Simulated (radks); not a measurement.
Results of a calculation; reference values are marked as such.
Orbital eigenvalues (eV) of neutral scandium, [Ar] 3d1 4s2, at several levels of relativity; Dirac values are averaged over j with weights 2j + 1. Spin-unpolarised spherical Kohn-Sham, BLYP, point nucleus unless stated (finite: rms radius 3.5459 fm), a radial shooting solver on a logarithmic mesh with Libxc functionals. A level marked "c x" has the speed of light scaled by that factor and shares open shells by 2j + 1; other Dirac levels either fill j = l - 1/2 first or share by 2j + 1.

shell,non-rel.,scalar-rel.,"Dirac, 2j+1 shares, finite nucleus","Dirac, c x 1.25","change of magnitude, last against first (%)"
1s,-4372.6,-4399.1,-4398.4,-4389.0,+0.38
2s,-469.43,-474.21,-474.12,-472.42,+0.64
2p,-387.81,-388.35,-388.26,-388.10,+0.07
3s,-54.115,-54.730,-54.722,-54.501,+0.71
3p,-33.366,-33.384,-33.379,-33.374,+0.02
4s,-4.0054,-4.0380,-4.0376,-4.0259,+0.51
3d,-3.2417,-3.1056,-3.1066,-3.1551,-2.67
4p (empty),-1.3293,-1.3176,-1.3176,-1.3218,-0.57
